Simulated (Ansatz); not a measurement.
Program: Ansatz. Geometries: PBE0-D4/def2-TZVP. ΔE: electronic, gas phase. CBS: MP2 limit from def2 TZ/QZ plus the TZ coupled-cluster correction, frozen cores. Functionals use def2-TZVPP. One conformer a species, not always the lowest.

`[CH3][Al]([F])[SiH2]F` + `OC1(O)BC1` → `[CH3][Al]([OH])[F]` + `OC1([SiH2]F)BC1`  (redistribution)

`[CH3][Al]([F])[SiH2]F`:

Z-matrix (Å, degrees):
```
C
Al 1 1.939
H 1 1.093 2 112.2
H 1 1.095 2 110.8 3 121.0
H 1 1.095 2 110.7 3 -120.8
F 2 1.657 1 118.6 3 -178.9
Si 2 2.466 1 127.8 3 1.2
F 7 1.615 2 109.2 1 -0.2
H 7 1.490 2 113.1 1 -119.3
H 7 1.490 2 113.1 1 118.9
```

`OC1(O)BC1`:

Z-matrix (Å, degrees):
```
C
O 1 1.398
B 1 1.538 2 115.0
O 1 1.381 2 115.0 3 -152.5
C 1 1.518 2 112.0 3 66.4
H 2 0.963 1 107.4 3 86.4
H 3 1.184 1 151.2 2 -67.5
H 4 0.965 1 107.9 2 -68.4
H 5 1.089 1 113.6 2 145.8
H 5 1.087 1 120.4 2 5.3
```

`[CH3][Al]([OH])[F]`:

```xyz
8

C     0.503    0.886    0.765
Al   -0.353   -0.588   -0.141
O    -0.323   -0.696   -1.826
F    -1.133   -1.775    0.705
H     0.048    1.836    0.471
H     1.561    0.945    0.495
H     0.431    0.795    1.850
H    -0.733   -1.404   -2.320
```

`OC1([SiH2]F)BC1`:

Z-matrix (Å, degrees):
```
C
Si 1 1.852
C 1 1.550 2 113.0
O 1 1.422 2 113.9 3 135.9
B 1 1.532 2 123.4 3 -66.7
F 2 1.603 1 109.7 3 157.2
H 2 1.483 1 110.7 3 -85.0
H 2 1.486 1 110.2 3 38.2
H 3 1.086 1 116.7 2 2.4
H 3 1.091 1 116.9 2 139.7
H 4 0.962 1 108.0 2 89.4
H 5 1.183 1 146.8 2 -100.1
```

```tsv
level	ΔE (kJ/mol)
r2SCAN-D4	-210.0
PBE0-D4	-195.2
PBE	-185.2
r2SCAN	-209.2
```

Question: What does CCSD(T)/CBS give? (Estimate.)

Answer: Ansatz gave: -218.2 kJ/mol. The listed levels differ from it by 8.2, 23.0, 33.0, 9.0 kJ/mol.

Largest T1 diagnostic among the species: 0.013.

In def2-TZVPP, CCSD(T) changes the Hartree–Fock value by −6.0 kJ/mol (the triples alone add −0.2 kJ/mol) and MP2 by −24.3 kJ/mol. The D4 term adds −5.4 kJ/mol with B3LYP and −2.8 kJ/mol with PBE0; it sums over pairs of atoms, weighted by their polarisabilities, and B3LYP, whose exchange is more repulsive, gets the larger term.

B3LYP here is the variant with VWN-RPA as its local correlation; programs differ in this.
